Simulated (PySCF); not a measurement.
Computed IR spectrum (relative IR intensity) of a molecule C4H6ClF. Geometry optimised at PBE-D3(BJ)/def2-SVP. One conformer was computed; it need not be the lowest. Method: PySCF with PBE-D3(BJ)/def2-SVP. Frequencies are harmonic and unscaled.

Lines under 2 % of the strongest are left out, and lines within 2 cm⁻¹ are merged.

| ν (cm⁻¹) | relative intensity |
|---|---|
| 138 | 2.2 |
| 295 | 9.9 |
| 453 | 16 |
| 552 | 9.3 |
| 717 | 27 |
| 772 | 4.5 |
| 888 | 45 |
| 942 | 30 |
| 999 | 20 |
| 1076 | 22 |
| 1121 | 100 |
| 1154 | 11 |
| 1179 | 2.6 |
| 1195 | 5.9 |
| 1204 | 28 |
| 1216 | 29 |
| 1258 | 23 |
| 1354 | 54 |
| 1401 | 7.2 |
| 1425 | 31 |
| 2989 | 25 |
| 3013 | 22 |
| 3019 | 16 |
| 3039 | 14 |
| 3080 | 10 |
| 3090 | 21 |

Question: Pick the molecule that these values belong to.
A) FC1(CCl)CC1
B) CC(C)=C(F)Cl
C) F[C@@H]1CC[C@H]1Cl
D) C[C@@]1(Cl)C[C@@H]1F

Answer: C, F[C@@H]1CC[C@H]1Cl
